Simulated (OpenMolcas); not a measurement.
Lines of Bi: computed and rescaled rates

```yaml
Program: OpenMolcas
Method: "SS-RASPT2, IPEA 0.25 Eh, imaginary shift 0.1 Eh (closed shells correlated: 5d 6s)"
Basis: ANO-RCC-VQZP [9s8p6d4f3g]
Scalar_Hamiltonian: DKH2, point nucleus
Active_space: 3 electrons in 9 orbitals (RAS2 6p; RAS3 6d 7s, at most 1 electron)
State_averaging: 2S+1 = 4 odd, 1 root; 2S+1 = 2 odd, 8 roots; 2S+1 = 4 even, 3 roots; 2S+1 = 2 even, 8 roots
Spin-orbit_coupling: RASSI with atomic mean-field integrals over the reference wave functions, term energies averaged over their components
```

Rates come from the transition moments of the reference wave functions (E1 and E2 in the length form). At fixed line strength A goes as λ^-3 for E1 and M1 and as λ^-5 for E2, so a rate at the computed wavelength can be rescaled to the measured one. Measured vacuum wavelengths follow from level energies in NIST Handbook of Basic Atomic Spectroscopic Data. Branching counts decays inside the model space alone, at computed energies, and the table is only a selection of the E1 lines, drawn from those between levels with measured partners whose computed energy lies within a factor of 1.5 of the measured one.

```
                   Upper                   Lower  Type  λ computed (nm)  λ measured (nm)  A computed (s-1)  A rescaled (s-1)  Branching %
       6s2 6p2 7s 2P 1/2         6s2 6p3 2P* 1/2    E1            407.3            412.3          1.61e+07          1.55e+07          4.1
       6s2 6p2 7s 4P 3/2         6s2 6p3 2D* 5/2    E1            321.9            339.8          1.22e+07                            5.4
6s2 6p2 7s 4P 5/2 [59 %]         6s2 6p3 2D* 5/2    E1            288.6            302.6          7.04e+07                           22.9
       6s2 6p2 7s 4P 3/2  6s2 6p3 2D* 3/2 [68 %]    E1            287.3              299          3.71e+07                           16.5
       6s2 6p2 7s 2P 1/2  6s2 6p3 2D* 3/2 [68 %]    E1            271.1            289.9          3.39e+08          2.77e+08         86.4
       6s2 6p2 7s 4P 3/2  6s2 6p3 4S* 3/2 [71 %]    E1            220.3            222.9          1.76e+08          1.70e+08         78.1
       6s2 6p2 7s 2P 1/2  6s2 6p3 4S* 3/2 [71 %]    E1            210.6            217.8          3.64e+07                            9.3
6s2 6p2 7s 4P 5/2 [59 %]  6s2 6p3 4S* 3/2 [71 %]    E1            204.2            206.2          2.36e+08          2.29e+08         76.8
```

Spin-changing lines and M1 lines between different terms are not rescaled, since their strength hangs on the term gaps too.

The largest correction is for 6s2 6p2 7s 2P 1/2 → 6s2 6p3 2D* 3/2 [68 %] (E1): 3.39e+08 × (271.1 / 289.9)^3 = 2.77e+08 s-1, a factor of 0.82.

The computed rate and branching of 6s2 6p2 7s 2P 1/2 → 6s2 6p3 2D* 3/2 [68 %] give the upper level a radiative lifetime of 0.864 / 3.39e+08 s-1 = 2.55e-09 s, counting decays inside the model space alone.

No measured rate stands beside these. Rescaling mends the energy factor alone: line strengths can still be far off where a level mixes with configurations outside the active space, and weak or spin-changing lines hang on small mixing coefficients that depend on the term gaps too, so rescaling need not improve them.

Term energies are means over components that CASPT2 splits; among the terms shown or strongly mixed into the levels shown the widest spread is 89 cm-1 (6s2 6p3 2D*). ANO sets are built for valence states and can reach diffuse excited orbitals poorly, and with the s shell closed the s pⁿ⁺¹ terms that mix with these levels are absent. Spin-orbit splittings of 6p shells tend to come out small when the coupling is added on scalar orbitals. With the s shell closed, the reference lacks s² → p² mixing. No level of 6s2 6p2 6d was computed, though it lies in the active space. Measured partners are found by configuration, term and J. A level has none where our copy of the source lacks it or the pairing is in doubt (some pairs that miss far off the trend of their configuration count as doubtful). Where the source uses jj or jK labels, the order within each J decides. Levels of configurations outside the active space are missing.

A share in square brackets marks a mixed level and gives the weight of the term that names it. * marks odd parity.
